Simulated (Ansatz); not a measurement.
Si6H3⁺, relaxed as a singlet with RKS PBE0-D4/def2-SVP in Ansatz, starting from the GFN1-xTB geometry. Force threshold 0.02 eV/Å.

Another isomer (singlet) lies 1.09 eV lower at PBE0-D4/def2-TZVP; other spin states weren't run for this one.

Start:

```xyz
9

Si   -0.233   -1.706   -0.326
Si   -0.460    1.879    0.344
Si    1.126   -0.014    0.742
Si   -1.563    0.191   -0.937
Si   -2.191   -1.919   -1.667
Si    1.209    1.993    1.962
H    -0.799    3.076   -0.489
H     0.438   -2.976    0.057
H     2.474   -0.524    0.313
```

Task: Estimate the energy that the relaxation releases and the steps that it takes.

Result: 171.9 kJ/mol, in 23 steps; 39 s on 4 threads of Arm Neoverse V2 on a shared host. No frequencies were taken in this run, so the end may be a saddle point.

Task: Does the start keep its bonding?

Result: Bonds lost: Si1–Si4 (atoms count from 1). Bonds formed: Si1–Si6, Si3–Si4, Si3–Si5 (atoms count from 1).

Task: Predict the relaxed structure.

Result: 
```csv
atom,x (Å),y (Å),z (Å)
Si1,-0.3822,-1.5372,0.6828
Si2,-0.3844,1.8307,0.3223
Si3,0.8782,0.0092,-0.5536
Si4,-1.5479,0.3977,-1.0314
Si5,-0.7260,-1.7106,-1.6159
Si6,0.1597,0.3684,2.0140
H7,-0.1177,3.2656,0.0655
H8,-0.0273,-2.7798,1.4225
H9,2.1476,0.1560,-1.3062
```
Bond lengths: 9 × Si–Si 2.29 to 2.58 Å; 3 × H–Si 1.48 to 1.49 Å.
